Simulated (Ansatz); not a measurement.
Nudged elastic band run: C₃H₄IN

Input:

```yaml
crystal:
  periodic: [false, false, false]
  atoms:
    - { symbol: C, position_ang: [-0.080939, 0.897726, 1.329599] }
    - { symbol: C, position_ang: [-0.413973, -0.135116, 0.55287] }
    - { symbol: C, position_ang: [0.115784, -0.459798, -0.775458] }
    - { symbol: "N", position_ang: [-0.27215, -1.463807, -1.417484] }
    - { symbol: I, position_ang: [1.621307, 0.901488, -1.580607] }
    - { symbol: H, position_ang: [-0.551571, 1.029827, 2.306542] }
    - { symbol: H, position_ang: [0.663586, 1.635506, 1.018299] }
    - { symbol: H, position_ang: [-1.161735, -0.866203, 0.878632] }
    - { symbol: H, position_ang: [0.168192, -1.585923, -2.329293] }
basis:
  gaussian: { orbitals: def2-SVP }
hamiltonian:
  xc: pbe0
  dispersion: d4
neb:
  order_check: false
  images: 7
  f_tol: 0.05
  max_iterations: 60
  optimiser: lbfgs
  climbing: true
  final_atoms:
    - { symbol: C, position_ang: [-0.09441534, 0.83143677, 1.27311005] }
    - { symbol: C, position_ang: [-0.32280139, -0.1376433, 0.38400617] }
    - { symbol: C, position_ang: [0.31237893, -0.31614087, -0.92991184] }
    - { symbol: "N", position_ang: [0.09823137, -1.24241943, -1.75218543] }
    - { symbol: I, position_ang: [1.76179229, 1.1544117, -1.51978426] }
    - { symbol: H, position_ang: [-0.63424158, 0.85227219, 2.22272831] }
    - { symbol: H, position_ang: [0.63273354, 1.62484009, 1.07983723] }
    - { symbol: H, position_ang: [-1.0599181, -0.91846139, 0.6117931] }
    - { symbol: H, position_ang: [-0.60525872, -1.89459576, -1.38649333] }
  initial_path:
    images:
      - { positions_ang: [[-0.080939, 0.897726, 1.329599], [-0.413973, -0.135116, 0.55287], [0.115784, -0.459798, -0.775458], [-0.27215, -1.463807, -1.417484], [1.621307, 0.901488, -1.580607], [-0.551571, 1.029827, 2.306542], [0.663586, 1.635506, 1.018299], [-1.161735, -0.866203, 0.878632], [0.168192, -1.585923, -2.329293]] }
      - { positions_ang: [[-0.06595959, 0.86900121, 1.33498815], [-0.42287888, -0.12516808, 0.52770455], [0.09601282, -0.4062907, -0.81579389], [-0.28033698, -1.39233693, -1.48709742], [1.59780802, 0.9190802, -1.62886592], [-0.54423079, 0.98754255, 2.31323656], [0.67477238, 1.62361076, 1.05138273], [-1.16293553, -0.85097214, 0.83843135], [0.19624954, -1.67076687, -2.15088609]] }
      - { positions_ang: [[-0.05098017, 0.84027642, 1.3403773], [-0.43178476, -0.11522016, 0.50253909], [0.07624165, -0.35278341, -0.85612978], [-0.28852395, -1.32086686, -1.55671084], [1.57430903, 0.9366724, -1.67712484], [-0.53689058, 0.9452581, 2.31993111], [0.68595876, 1.61171553, 1.08446646], [-1.16413606, -0.83574128, 0.7982307], [0.22430708, -1.75561075, -1.97247918]] }
      - { positions_ang: [[-0.03600076, 0.81155163, 1.34576645], [-0.44069064, -0.10527225, 0.47737364], [0.05647047, -0.29927611, -0.89646567], [-0.29671093, -1.24939678, -1.62632427], [1.55081005, 0.9542646, -1.72538377], [-0.52955036, 0.90297365, 2.32662567], [0.69714515, 1.59982029, 1.11755018], [-1.1653366, -0.82051042, 0.75803004], [0.25236462, -1.84045462, -1.79407227]] }
      - { positions_ang: [[-0.02102135, 0.78282684, 1.3511556], [-0.44959651, -0.09532433, 0.45220818], [0.0366993, -0.24576881, -0.93680156], [-0.30489791, -1.17792671, -1.69593769], [1.52731106, 0.97185681, -1.77364269], [-0.52221015, 0.8606892, 2.33332022], [0.70833153, 1.58792506, 1.15063391], [-1.16653713, -0.80527956, 0.71782939], [0.28042216, -1.9252985, -1.61566537]] }
      - { positions_ang: [[-0.03936984, 0.79497932, 1.33164421], [-0.41789773, -0.10590407, 0.43515768], [0.10561921, -0.26336183, -0.93507913], [-0.20411559, -1.19404989, -1.70999962], [1.58593137, 1.01749553, -1.71017808], [-0.55021801, 0.85858494, 2.30567224], [0.68943203, 1.59715382, 1.13293474], [-1.13988237, -0.83357501, 0.69132032], [0.05900194, -1.91762281, -1.55837236]] }
      - { positions_ang: [[-0.05771834, 0.80713181, 1.31213282], [-0.38619895, -0.11648381, 0.41810718], [0.17453911, -0.28095484, -0.9333567], [-0.10333327, -1.21017307, -1.72406156], [1.64455168, 1.06313425, -1.64671347], [-0.57822587, 0.85648069, 2.27802427], [0.67053253, 1.60638258, 1.11523557], [-1.11322762, -0.86187047, 0.66481124], [-0.16241828, -1.90994713, -1.50107935]] }
      - { positions_ang: [[-0.07606684, 0.81928429, 1.29262144], [-0.35450017, -0.12706355, 0.40105667], [0.24345902, -0.29854786, -0.93163427], [-0.00255095, -1.22629625, -1.73812349], [1.70317199, 1.10877298, -1.58324887], [-0.60623372, 0.85437644, 2.25037629], [0.65163304, 1.61561133, 1.0975364], [-1.08657286, -0.89016593, 0.63830217], [-0.3838385, -1.90227144, -1.44378634]] }
      - { positions_ang: [[-0.09441534, 0.83143677, 1.27311005], [-0.32280139, -0.1376433, 0.38400617], [0.31237893, -0.31614087, -0.92991184], [0.09823137, -1.24241943, -1.75218543], [1.76179229, 1.1544117, -1.51978426], [-0.63424158, 0.85227219, 2.22272831], [0.63273354, 1.62484009, 1.07983723], [-1.0599181, -0.91846139, 0.6117931], [-0.60525872, -1.89459576, -1.38649333]] }
```

Command:

```bash
$ ansatz run input.yaml --threads 2 --pin off --max-ram 3072MiB --backend cpu --events-out ev --progress --plain --runs-dir out
```

Output, in part (warnings, iteration lines, the closing report on the highest movable image, with atoms numbered from 0):

```
NEB end point (image 0): max|allowed force component| = 6.853e-3 eV/Å (the criterion of neb.relax_end_points is 1.000e-2)
NEB end point (image 8): max|allowed force component| = 7.004e-3 eV/Å (the criterion of neb.relax_end_points is 1.000e-2)
NEB iter   1: max|band force component| = 3.229e1 eV/Å  barrier→ = 4.3172 eV  barrier← = 4.1264 eV  Δτ_max = 0.2000 Å  (270 SCF iters)
NEB iter   2: max|band force component| = 1.160e1 eV/Å  barrier→ = 1.8721 eV  barrier← = 1.6813 eV  Δτ_max = 0.0523 Å  (246 SCF iters)
NEB iter   3: max|band force component| = 4.479e0 eV/Å  barrier→ = 1.8069 eV  barrier← = 1.6161 eV  Δτ_max = 0.0302 Å  (247 SCF iters)
NEB iter   4: max|band force component| = 2.000e0 eV/Å  barrier→ = 1.7385 eV  barrier← = 1.5477 eV  Δτ_max = 0.0474 Å  (253 SCF iters)
NEB iter   5: max|band force component| = 2.256e0 eV/Å  barrier→ = 1.6175 eV  barrier← = 1.4268 eV  Δτ_max = 0.0372 Å  (255 SCF iters)
NEB iter   6: max|band force component| = 3.680e0 eV/Å  barrier→ = 1.5455 eV  barrier← = 1.3547 eV  Δτ_max = 0.0576 Å  (246 SCF iters)
NEB iter   7: max|band force component| = 3.721e0 eV/Å  barrier→ = 1.4878 eV  barrier← = 1.2970 eV  Δτ_max = 0.0613 Å  (251 SCF iters)
NEB iter   8: max|band force component| = 5.467e0 eV/Å  barrier→ = 1.4390 eV  barrier← = 1.2482 eV  Δτ_max = 0.0317 Å  (248 SCF iters)
NEB iter   9: max|band force component| = 8.935e-1 eV/Å  barrier→ = 1.4402 eV  barrier← = 1.2494 eV  Δτ_max = 0.0091 Å  (228 SCF iters)
NEB iter  10: max|band force component| = 8.557e-1 eV/Å  barrier→ = 1.4191 eV  barrier← = 1.2283 eV  Δτ_max = 0.2000 Å  (196 SCF iters)
NEB iter  11: max|band force component| = 2.934e0 eV/Å  barrier→ = 1.1129 eV  barrier← = 0.9221 eV  Δτ_max = 0.0449 Å  (238 SCF iters)
NEB iter  12: max|band force component| = 4.052e0 eV/Å  barrier→ = 1.0852 eV  barrier← = 0.8945 eV  Δτ_max = 0.0633 Å  (233 SCF iters)
NEB iter  13: max|band force component| = 4.662e0 eV/Å  barrier→ = 1.0829 eV  barrier← = 0.8921 eV  Δτ_max = 0.0759 Å  (234 SCF iters)
NEB iter  14: max|band force component| = 6.519e0 eV/Å  barrier→ = 1.1189 eV  barrier← = 0.9281 eV  Δτ_max = 0.0404 Å  (228 SCF iters)
NEB iter  15: max|band force component| = 7.404e-1 eV/Å  barrier→ = 1.0518 eV  barrier← = 0.8610 eV  Δτ_max = 0.0045 Å  (225 SCF iters)
NEB iter  16: max|band force component| = 5.731e-1 eV/Å  barrier→ = 1.0463 eV  barrier← = 0.8555 eV  Δτ_max = 0.0723 Å  (190 SCF iters)
NEB iter  17: max|band force component| = 2.266e0 eV/Å  barrier→ = 0.9762 eV  barrier← = 0.7854 eV  Δτ_max = 0.0448 Å  (242 SCF iters)
NEB iter  18: max|band force component| = 2.343e0 eV/Å  barrier→ = 0.9706 eV  barrier← = 0.7798 eV  Δτ_max = 0.0413 Å  (226 SCF iters)
NEB iter  19: max|band force component| = 4.075e0 eV/Å  barrier→ = 0.9733 eV  barrier← = 0.7825 eV  Δτ_max = 0.0229 Å  (221 SCF iters)
NEB iter  20: max|band force component| = 7.402e-1 eV/Å  barrier→ = 0.9609 eV  barrier← = 0.7701 eV  CI = image 4  Δτ_max = 0.0115 Å  (219 SCF iters)
NEB iter  21: max|band force component| = 6.736e-1 eV/Å  barrier→ = 0.9656 eV  barrier← = 0.7748 eV  CI = image 4  Δτ_max = 0.2000 Å  (199 SCF iters)
NEB iter  22: max|band force component| = 3.428e0 eV/Å  barrier→ = 0.9291 eV  barrier← = 0.7383 eV  CI = image 4  Δτ_max = 0.0528 Å  (246 SCF iters)
NEB iter  23: max|band force component| = 4.678e0 eV/Å  barrier→ = 1.0256 eV  barrier← = 0.8348 eV  CI = image 4  Δτ_max = 0.0891 Å  (230 SCF iters)
NEB iter  24: max|band force component| = 1.202e1 eV/Å  barrier→ = 1.4586 eV  barrier← = 1.2679 eV  CI = image 4  Δτ_max = 0.0591 Å  (230 SCF iters)
NEB iter  25: max|band force component| = 9.190e-1 eV/Å  barrier→ = 0.8769 eV  barrier← = 0.6861 eV  CI = image 4  Δτ_max = 0.0051 Å  (212 SCF iters)
NEB iter  26: max|band force component| = 4.524e-1 eV/Å  barrier→ = 0.8742 eV  barrier← = 0.6834 eV  CI = image 4  Δτ_max = 0.0103 Å  (178 SCF iters)
NEB iter  27: max|band force component| = 1.161e0 eV/Å  barrier→ = 0.8827 eV  barrier← = 0.6919 eV  CI = image 4  Δτ_max = 0.0172 Å  (206 SCF iters)
NEB iter  28: max|band force component| = 1.981e0 eV/Å  barrier→ = 0.9042 eV  barrier← = 0.7134 eV  CI = image 4  Δτ_max = 0.0371 Å  (190 SCF iters)
NEB iter  29: max|band force component| = 5.193e0 eV/Å  barrier→ = 0.9950 eV  barrier← = 0.8042 eV  CI = image 4  Δτ_max = 0.0238 Å  (186 SCF iters)
NEB iter  30: max|band force component| = 4.095e-1 eV/Å  barrier→ = 0.8814 eV  barrier← = 0.6906 eV  CI = image 4  Δτ_max = 0.0023 Å  (184 SCF iters)
NEB iter  31: max|band force component| = 4.013e-1 eV/Å  barrier→ = 0.8818 eV  barrier← = 0.6910 eV  CI = image 4  Δτ_max = 0.1101 Å  (167 SCF iters)
NEB iter  32: max|band force component| = 2.877e0 eV/Å  barrier→ = 0.8802 eV  barrier← = 0.6894 eV  CI = image 4  Δτ_max = 0.0539 Å  (240 SCF iters)
NEB iter  33: max|band force component| = 7.294e0 eV/Å  barrier→ = 0.8840 eV  barrier← = 0.6932 eV  CI = image 4  Δτ_max = 0.0341 Å  (212 SCF iters)
NEB iter  34: max|band force component| = 4.046e-1 eV/Å  barrier→ = 0.8665 eV  barrier← = 0.6757 eV  CI = image 4  Δτ_max = 0.0019 Å  (209 SCF iters)
NEB iter  35: max|band force component| = 3.154e-1 eV/Å  barrier→ = 0.8653 eV  barrier← = 0.6745 eV  CI = image 4  Δτ_max = 0.0126 Å  (165 SCF iters)
NEB iter  36: max|band force component| = 3.697e-1 eV/Å  barrier→ = 0.8663 eV  barrier← = 0.6755 eV  CI = image 4  Δτ_max = 0.0064 Å  (206 SCF iters)
NEB iter  37: max|band force component| = 5.232e-1 eV/Å  barrier→ = 0.8643 eV  barrier← = 0.6735 eV  CI = image 4  Δτ_max = 0.0086 Å  (177 SCF iters)
NEB iter  38: max|band force component| = 9.333e-1 eV/Å  barrier→ = 0.8649 eV  barrier← = 0.6741 eV  CI = image 4  Δτ_max = 0.0045 Å  (183 SCF iters)
NEB iter  39: max|band force component| = 1.790e-1 eV/Å  barrier→ = 0.8639 eV  barrier← = 0.6732 eV  CI = image 4  Δτ_max = 0.0012 Å  (169 SCF iters)
NEB iter  40: max|band force component| = 1.419e-1 eV/Å  barrier→ = 0.8638 eV  barrier← = 0.6730 eV  CI = image 4  Δτ_max = 0.0101 Å  (166 SCF iters)
NEB iter  41: max|band force component| = 5.252e-1 eV/Å  barrier→ = 0.8629 eV  barrier← = 0.6721 eV  CI = image 4  Δτ_max = 0.0090 Å  (197 SCF iters)
NEB iter  42: max|band force component| = 9.878e-1 eV/Å  barrier→ = 0.8637 eV  barrier← = 0.6729 eV  CI = image 4  Δτ_max = 0.0053 Å  (193 SCF iters)
NEB iter  43: max|band force component| = 1.120e-1 eV/Å  barrier→ = 0.8623 eV  barrier← = 0.6715 eV  CI = image 4  Δτ_max = 0.0006 Å  (176 SCF iters)
NEB iter  44: max|band force component| = 8.996e-2 eV/Å  barrier→ = 0.8622 eV  barrier← = 0.6714 eV  CI = image 4  Δτ_max = 0.0111 Å  (156 SCF iters)
NEB iter  45: max|band force component| = 5.223e-1 eV/Å  barrier→ = 0.8602 eV  barrier← = 0.6694 eV  CI = image 4  Δτ_max = 0.0089 Å  (204 SCF iters)
NEB iter  46: max|band force component| = 1.028e0 eV/Å  barrier→ = 0.8612 eV  barrier← = 0.6704 eV  CI = image 4  Δτ_max = 0.0055 Å  (194 SCF iters)
NEB iter  47: max|band force component| = 7.681e-2 eV/Å  barrier→ = 0.8595 eV  barrier← = 0.6687 eV  CI = image 4  Δτ_max = 0.0005 Å  (181 SCF iters)
NEB iter  48: max|band force component| = 6.270e-2 eV/Å  barrier→ = 0.8593 eV  barrier← = 0.6685 eV  CI = image 4  Δτ_max = 0.0067 Å  (152 SCF iters)
NEB iter  49: max|band force component| = 2.987e-1 eV/Å  barrier→ = 0.8586 eV  barrier← = 0.6678 eV  CI = image 4  Δτ_max = 0.0052 Å  (183 SCF iters)
NEB iter  50: max|band force component| = 5.356e-1 eV/Å  barrier→ = 0.8584 eV  barrier← = 0.6676 eV  CI = image 4  Δτ_max = 0.0093 Å  (184 SCF iters)
NEB iter  51: max|band force component| = 1.112e0 eV/Å  barrier→ = 0.8605 eV  barrier← = 0.6697 eV  CI = image 4  Δτ_max = 0.0060 Å  (192 SCF iters)
NEB iter  52: max|band force component| = 5.488e-2 eV/Å  barrier→ = 0.8577 eV  barrier← = 0.6669 eV  CI = image 4  Δτ_max = 0.0003 Å  (182 SCF iters)
NEB iter  53: max|band force component| = 5.425e-2 eV/Å  barrier→ = 0.8576 eV  barrier← = 0.6668 eV  CI = image 4  Δτ_max = 0.0299 Å  (147 SCF iters)
NEB iter  54: max|band force component| = 3.112e-1 eV/Å  barrier→ = 0.8545 eV  barrier← = 0.6637 eV  CI = image 4  Δτ_max = 0.0055 Å  (234 SCF iters)
NEB iter  55: max|band force component| = 6.872e-1 eV/Å  barrier→ = 0.8541 eV  barrier← = 0.6633 eV  CI = image 4  Δτ_max = 0.0032 Å  (186 SCF iters)
NEB iter  56: max|band force component| = 1.074e-1 eV/Å  barrier→ = 0.8533 eV  barrier← = 0.6625 eV  CI = image 4  Δτ_max = 0.0005 Å  (163 SCF iters)
NEB iter  57: max|band force component| = 4.755e-2 eV/Å  barrier→ = 0.8532 eV  barrier← = 0.6624 eV  CI = image 4  Δτ_max = 0.0000 Å  (369 SCF iters)
Total energy: -12756.60293579 eV, -468.7965111542 hartree
Atom 0 at    -0.052608     0.878325     1.334909 Å, force     0.003830     0.020434     0.013643 eV/Å
Atom 1 at    -0.418541    -0.077958     0.479693 Å, force     0.007670     0.006409     0.046729 eV/Å
Atom 2 at     0.166466    -0.369605    -0.841462 Å, force     0.022515     0.016821     0.001572 eV/Å
Atom 3 at     0.025914    -1.349091    -1.530536 Å, force     0.003348     0.000808    -0.015340 eV/Å
Atom 4 at     1.515041     1.329098    -1.612031 Å, force     0.005516    -0.002037     0.012572 eV/Å
Atom 5 at    -0.531537     0.952626     2.315635 Å, force     0.000096     0.015587    -0.047348 eV/Å
Atom 6 at     0.734002     1.597422     1.086066 Å, force    -0.027076    -0.022346    -0.004284 eV/Å
Atom 7 at    -1.202671    -0.794513     0.747578 Å, force     0.010214    -0.025788     0.014544 eV/Å
Atom 8 at    -0.147566    -2.212604    -1.996753 Å, force    -0.026114    -0.009886    -0.022088 eV/Å
Dipole moment:    -0.452453    -0.561749     0.336846 e Å
```

It converged. The order of the stationary point at the top wasn't checked.

Final band (atoms are numbered from 1 in the order of the input):

```
image  path coordinate (Å)  energy (kcal/mol)  angle C3–N4–H9 (°)
    0                 0.00                0.0                 115
    1                 0.30                0.4                 117
    2                 0.61                4.3                 130
    3                 0.91               13.5                 154
    4                 1.21               19.7                 173
    5                 1.51               14.4                 142
    6                 1.81                7.6                 123
    7                 2.10                4.7                 113
    8                 2.40                4.4                 111
```

Run time: 19 min on 2 threads of Arm Neoverse V1, on a shared host, peak memory 0.23 GiB.
